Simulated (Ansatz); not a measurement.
Geometry optimisation, RKS CAM-B3LYP-D4/def2-SVP (Ansatz 0.2.0).

input.yaml

```yaml
crystal:
  periodic: [false, false, false]
  atoms:
    - { symbol: C, position_ang: [0.8355, -1.8427, -0.3287] }
    - { symbol: Si, position_ang: [-0.5768, -0.7656, 0.3584] }
    - { symbol: Cl, position_ang: [-2.3336, -1.1524, -0.6919] }
    - { symbol: C, position_ang: [-0.1474, 1.0761, 0.2433] }
    - { symbol: C, position_ang: [0.0222, 2.2302, 0.1588] }
    - { symbol: O, position_ang: [0.2915, 3.5485, 0.0976] }
    - { symbol: H, position_ang: [0.9968, -1.5564, -1.3889] }
    - { symbol: H, position_ang: [0.5848, -2.8466, -0.2853] }
    - { symbol: H, position_ang: [1.7273, -1.6216, 0.2456] }
    - { symbol: H, position_ang: [-0.8337, -1.1514, 1.7914] }
    - { symbol: H, position_ang: [-0.5013, 4.0249, -0.1797] }
basis:
  gaussian: { orbitals: def2-SVP }
hamiltonian:
  xc: cam_b3lyp
  dispersion: d4
relax:
  f_tol: 0.015
  max_steps: 40
```

Run as:

```bash
$ ansatz run input.yaml --threads 2 --pin off --max-ram 3072MiB --backend cpu --events-out ev --progress --plain --runs-dir out
```

Where does it end, and by what steps?

It converged. The force dipped under the threshold on the way, but the program's further checks kept it going. After 22 steps the energy has fallen by 0.363 eV; H11 moved furthest, 0.49 Å.

```
step  energy less start (eV)  largest force component (eV/Å)  accepted
   0                  0.0000                           7.148       yes
   1                 -0.3172                           0.955       yes
   2                 -0.3519                           0.248       yes
   3                 -0.3545                           0.151       yes
   4                 -0.3551                           0.190       yes
   5                 -0.3563                           0.199       yes
   6                 -0.3169                           1.497        no
   7                 -0.3597                           0.035       yes
   8                 -0.3499                           0.779        no
   9                 -0.3606                           0.031       yes
  10                 -0.3608                           0.184       yes
  11                 -0.3620                           0.030       yes
  12                 -0.3620                           0.033        no
  13                 -0.3620                           0.004       yes
  14                 -0.3619                           0.156        no
  15                 -0.3623                           0.026       yes
  16                 -0.3624                           0.038       yes
  17                 -0.3623                           0.108        no
  18                 -0.3625                           0.034       yes
  19                 -0.3626                           0.025       yes
  20                 -0.3626                           0.035       yes
  21                 -0.3627                           0.017       yes
  22                 -0.3627                           0.004       yes
```

```xyz
11
Properties=species:S:1:pos:R:3
C 0.824 -1.769 -0.306
Si -0.591 -0.751 0.345
Cl -2.310 -1.250 -0.716
C -0.251 1.021 0.149
C -0.014 2.202 -0.001
O 0.277 3.452 -0.185
H 1.002 -1.543 -1.367
H 0.609 -2.844 -0.211
H 1.745 -1.544 0.254
H -0.877 -1.052 1.769
H -0.349 4.021 0.289
```

Run time: 82 s on 2 threads of Intel(R) Xeon(R) CPU @ 2.80GHz (Skylake/Cascade Lake), with other jobs on the host, peak memory 0.36 GiB.
